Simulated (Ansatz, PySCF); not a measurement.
Gas-phase reaction (SMILES): [NH2][Al]([Cl])[Cl] + O (H2O) -> [OH][Al]([Cl])[Cl] + N (NH3); water cleaves one Al-N bond, a model of a ligand-exchange step.

Structures are relaxed separately at B3LYP-D3(BJ)/def2-TZVP in Ansatz (an electronic-structure program), one conformer each, not searched for the lowest. Cores are frozen in the correlated levels unless marked. No spin-orbit coupling. No relativistic terms. CBS marks a two-point X^-3 extrapolation of the correlation energy; Hartree-Fock from the larger set (for Q and 5 zeta extrapolated as (X+1)exp(-9√X)). Thermal terms are rigid-rotor harmonic-oscillator values from B3LYP-D3(BJ) frequencies (Ansatz or PySCF) at 298.15 K and 1 atm. 1 Eh = 627.5095 kcal/mol.

```
species              E, CCSD(T)/CBS(cc-pV(Q+d)Z,cc-pV(5+d)Z) (Ansatz) (Eh)  E, PBE/def2-TZVPD (Ansatz) (Eh)  H - E (Eh)
-------------------  -----------------------------------------------------  -------------------------------  ----------
[NH2][Al]([Cl])[Cl]                                            -1217.65884                      -1218.45346     0.03578
O (H2O)                                                          -76.37670                        -76.38111     0.02495
[OH][Al]([Cl])[Cl]                                             -1237.54545                      -1238.33809     0.02337
N (NH3)                                                          -56.50471                        -56.51037     0.03799
```

Q: Work out ΔE and ΔH at 298.15 K at the first level, then ΔH at the second.

A: 
1. ΔE = [(-1237.54545) + (-56.50471)] - [(-1217.65884) + (-76.37670)] = -0.01462 Eh = -9.2 kcal/mol at CCSD(T)/CBS(cc-pV(Q+d)Z,cc-pV(5+d)Z).
2. The terms H - E add up to 0.00063 Eh, so ΔH = (-0.01462 + (0.00063))×627.5095 = -8.8 kcal/mol.
3. At PBE/def2-TZVPD the same steps give ΔE = -8.7 and ΔH = -8.3 kcal/mol, a shift of +0.5 from the first level.
4. These values are not checked against measurement here, since the tables used lack a sound gas-phase enthalpy of formation for at least one species.
